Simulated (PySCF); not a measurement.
**A series of derivatives of CCN[SiH2]S**

Parent skeleton `[CH3:1][CH2:2][NH:3][SiH2:4][SH:5]`; one hydrogen on atom 2 is replaced by X. Hydrogens on one atom are averaged.

[PySCF: coordinates at the GFN2-xTB level; shielding tensors at PBE0/pcSseg-1 (GIAO); no relativistic terms; gas phase; single conformer; rapidly exchanging positions averaged]

References, each an isolated molecule treated in the same way: $^{13}$C, $^{29}$Si, $^{1}$H against TMS; NH3 for $^{15}$N; $^{33}$S vs CS2.

Parent (X = H): C1 22.3, C2 40.5, N3 47.7, Si4 -32.4, S5 -233.4, H(C1) 1.15, H(C2) 2.90, H(Si4) 5.21, H(S5) 0.37 ppm. Effects are Δδ = δ(X) − δ(H), positive for deshielding.

Task: Order these by the shift of N3, most shielded first.
A. X = iPr
B. X = CH=NMe
C. X = CH2NH2
D. X = CH2CN

Result: B (-4.4 ppm), A (-1.1 ppm), C (+11.6 ppm), D (+16.2 ppm).

Task: Order these by the shift of S5, most shielded first.
A. X = CH2CN
B. X = iPr
C. X = vinyl
D. X = CH2NH2
E. X = CH=NMe

Result: B (-40.1 ppm), E (-33.5 ppm), C (-9.1 ppm), D (-5.4 ppm), A (-0.9 ppm).

Task: Order these by the shift of C1, most shielded first.
A. X = cPr
B. X = propynyl
C. X = allyl
D. X = CH=NMe

Result: D (+2.3 ppm), C (+4.0 ppm), A (+5.6 ppm), B (+8.1 ppm).

Experimental scales use liquid or dissolved standards, which lie at an offset from isolated NH3 (liquid NH3: subtract about 20 ppm).
